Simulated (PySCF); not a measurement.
Cl₃Fe (SMILES [Cl][Fe]([Cl])[Cl]), sextet, at a GFN2-xTB geometry (such geometries of metal compounds can be far from the true shape), with bond 3-1 at 1.6 times its length; PySCF with PBE0/3-21G.

Input for PySCF:
```python
from pyscf import gto, scf, dft

mol = gto.Mole()
mol.atom = '''
    Fe   -0.090619   -0.360170   -0.204027
    Cl    1.972420   -0.043488   -0.350614
    Cl   -1.028770   -0.728249    2.988438
    Cl   -1.156863    1.184556   -1.128609
'''
mol.basis = '3-21g'
mol.charge = 0
mol.spin = 5
mol.verbose = 4
mol.build()

mf = dft.UKS(mol)
mf.xc = 'pbe0'
mf.init_guess = '1e'
mf.kernel()
```

**Question.** Predict the main parts of the log of this PySCF run.

**Answer.** 
```
PySCF version 2.14.0

[INPUT] verbose = 4
[INPUT] num. atoms = 4
[INPUT] num. electrons = 77
[INPUT] charge = 0
[INPUT] spin (= nelec alpha-beta = 2S) = 5
[INPUT] symmetry False subgroup None
[INPUT] Mole.unit = angstrom
[INPUT] Symbol           X                Y                Z      unit          X                Y                Z       unit  Magmom
[INPUT]  1 Fe    -0.090619000000  -0.360170000000  -0.204027000000 AA   -0.171245091682  -0.680622658285  -0.385555152017 Bohr   0.0
[INPUT]  2 Cl     1.972420000000  -0.043488000000  -0.350614000000 AA    3.727333602615  -0.082180409705  -0.662564435438 Bohr   0.0
[INPUT]  3 Cl    -1.028770000000  -0.728249000000   2.988438000000 AA   -1.944093545169  -1.376191160488   5.647329360243 Bohr   0.0
[INPUT]  4 Cl    -1.156863000000   1.184556000000  -1.128609000000 AA   -2.186154233643   2.238486419210  -2.132761911719 Bohr   0.0

nuclear repulsion = 405.110816132367
number of shells = 32
number of NR pGTOs = 135
number of NR cGTOs = 66
basis = 3-21g
ecp = {}

******** <class 'pyscf.dft.uks.UKS'> ********
method = UKS
initial guess = 1e
damping factor = 0
level_shift factor = 0
DIIS = <class 'pyscf.scf.diis.CDIIS'>
diis_start_cycle = 1
diis_space = 8
diis_damp = 0
SCF conv_tol = 1e-09
SCF conv_tol_grad = None
SCF max_cycles = 50
direct_scf = True
direct_scf_tol = 1e-13
number electrons alpha = 41  beta = 36
XC library pyscf.dft.libxc version 7.1.2
    S. Lehtola, C. Steigemann, M. J. T. Oliveira, and M. A. L. Marques,  SoftwareX 7, 1–5 (2018)
XC functionals = pbe0
    C. Adamo and V. Barone,  J. Chem. Phys. 110, 6158 (1999)
    M. Ernzerhof and G. E. Scuseria,  J. Chem. Phys. 110, 5029 (1999)
radial grids:
    Treutler-Ahlrichs [JCP 102, 346 (1995); DOI:10.1063/1.469408] (M4) radial grids

becke partition: Becke, JCP 88, 2547 (1988); DOI:10.1063/1.454033
pruning grids: <function nwchem_prune>
grids dens level: 3
symmetrized grids: False
atomic radii adjust function: <function treutler_atomic_radii_adjust>
small_rho_cutoff = 0
Set gradient conv threshold to 3.16228e-05
Initial guess from hcore.

tot grids = 77544
init E= -2531.56489562358

cycle= 1 E= -2507.40260259163  delta_E= 24.2  |g|= 5.12  |ddm|= 23.5

cycle= 2 E= -2511.47887769722  delta_E= -4.08  |g|= 3.73  |ddm|= 23.1

cycle= 3 E= -2569.77738955801  delta_E= -58.3  |g|= 7.63  |ddm|= 14.5

cycle= 4 E= -2611.19976543902  delta_E= -41.4  |g|= 3.93  |ddm|= 7.68

cycle= 5 E= -2616.79110023549  delta_E= -5.59  |g|= 2.46  |ddm|= 7.59
cycle= 6 E= -2624.13520241216  delta_E= -7.34  |g|= 4.01  |ddm|= 7.75

cycle= 7 E= -2630.29104547248  delta_E= -6.16  |g|= 1.04  |ddm|= 1.91
cycle= 8 E= -2630.36815553536  delta_E= -0.0771  |g|= 0.91  |ddm|= 1.63
cycle= 9 E= -2630.32314222655  delta_E= 0.045  |g|= 0.98  |ddm|= 0.584
cycle= 10 E= -2630.23522449778  delta_E= 0.0879  |g|= 1.07  |ddm|= 0.219
cycle= 11 E= -2630.67026151719  delta_E= -0.435  |g|= 0.541  |ddm|= 0.867
cycle= 12 E= -2630.50756226894  delta_E= 0.163  |g|= 0.785  |ddm|= 1.27
cycle= 13 E= -2630.62290403665  delta_E= -0.115  |g|= 0.618  |ddm|= 0.184
cycle= 14 E= -2630.76733147234  delta_E= -0.144  |g|= 0.289  |ddm|= 0.359
cycle= 15 E= -2630.62398783776  delta_E= 0.143  |g|= 0.53  |ddm|= 1.24
cycle= 16 E= -2630.80928251649  delta_E= -0.185  |g|= 0.169  |ddm|= 0.82
cycle= 17 E= -2630.7881482197  delta_E= 0.0211  |g|= 0.256  |ddm|= 0.131
cycle= 18 E= -2630.81788228707  delta_E= -0.0297  |g|= 0.124  |ddm|= 0.213
cycle= 19 E= -2630.82336119542  delta_E= -0.00548  |g|= 0.0751  |ddm|= 0.0621
cycle= 20 E= -2630.82452532179  delta_E= -0.00116  |g|= 0.0635  |ddm|= 0.0306
cycle= 21 E= -2630.82531978309  delta_E= -0.000794  |g|= 0.052  |ddm|= 0.0164
cycle= 22 E= -2630.82493809483  delta_E= 0.000382  |g|= 0.0566  |ddm|= 0.0119
cycle= 23 E= -2630.82666400584  delta_E= -0.00173  |g|= 0.0308  |ddm|= 0.0587
cycle= 24 E= -2630.828267186  delta_E= -0.0016  |g|= 0.0133  |ddm|= 0.13
cycle= 25 E= -2630.82947503618  delta_E= -0.00121  |g|= 0.0333  |ddm|= 0.275
cycle= 26 E= -2630.83001141345  delta_E= -0.000536  |g|= 0.00454  |ddm|= 0.0721
cycle= 27 E= -2630.83039556647  delta_E= -0.000384  |g|= 0.0223  |ddm|= 0.111
cycle= 28 E= -2630.82965691538  delta_E= 0.000739  |g|= 0.0427  |ddm|= 0.0421
cycle= 29 E= -2630.82915760394  delta_E= 0.000499  |g|= 0.0525  |ddm|= 0.0357
cycle= 30 E= -2630.83017887992  delta_E= -0.00102  |g|= 0.0347  |ddm|= 0.0356
cycle= 31 E= -2630.83049250958  delta_E= -0.000314  |g|= 0.0309  |ddm|= 0.0386
cycle= 32 E= -2630.83081013266  delta_E= -0.000318  |g|= 0.0265  |ddm|= 0.0416
cycle= 33 E= -2630.83144890816  delta_E= -0.000639  |g|= 0.00532  |ddm|= 0.0873
cycle= 34 E= -2630.83178529077  delta_E= -0.000336  |g|= 0.00349  |ddm|= 0.0917
cycle= 35 E= -2630.83198682072  delta_E= -0.000202  |g|= 0.00538  |ddm|= 0.0695
cycle= 36 E= -2630.8321646582  delta_E= -0.000178  |g|= 0.00212  |ddm|= 0.0603
cycle= 37 E= -2630.83243380797  delta_E= -0.000269  |g|= 0.00659  |ddm|= 0.134
cycle= 38 E= -2630.83246699092  delta_E= -3.32e-05  |g|= 0.00371  |ddm|= 0.0219
cycle= 39 E= -2630.83252458689  delta_E= -5.76e-05  |g|= 0.00674  |ddm|= 0.0412
cycle= 40 E= -2630.83255523195  delta_E= -3.06e-05  |g|= 0.00743  |ddm|= 0.0193
cycle= 41 E= -2630.83263482713  delta_E= -7.96e-05  |g|= 0.00115  |ddm|= 0.0305
cycle= 42 E= -2630.83268007556  delta_E= -4.52e-05  |g|= 0.00633  |ddm|= 0.0487
cycle= 43 E= -2630.8326980796  delta_E= -1.8e-05  |g|= 0.0152  |ddm|= 0.138
cycle= 44 E= -2630.83271093355  delta_E= -1.29e-05  |g|= 0.0152  |ddm|= 0.0134
cycle= 45 E= -2630.83286314342  delta_E= -0.000152  |g|= 0.00133  |ddm|= 0.0352
cycle= 46 E= -2630.83288655306  delta_E= -2.34e-05  |g|= 0.00473  |ddm|= 0.0523
cycle= 47 E= -2630.83289900533  delta_E= -1.25e-05  |g|= 0.0017  |ddm|= 0.0138
cycle= 48 E= -2630.83292455209  delta_E= -2.55e-05  |g|= 0.00338  |ddm|= 0.0671
cycle= 49 E= -2630.8329345103  delta_E= -9.96e-06  |g|= 0.000324  |ddm|= 0.00859
cycle= 50 E= -2630.83293566863  delta_E= -1.16e-06  |g|= 0.0028  |ddm|= 0.0193
SCF not converged.
SCF energy = -2630.83293566863 after 50 cycles  <S^2> = 8.7771265  2S+1 = 6.0090353
```

The run did not converge; its last values are not results.
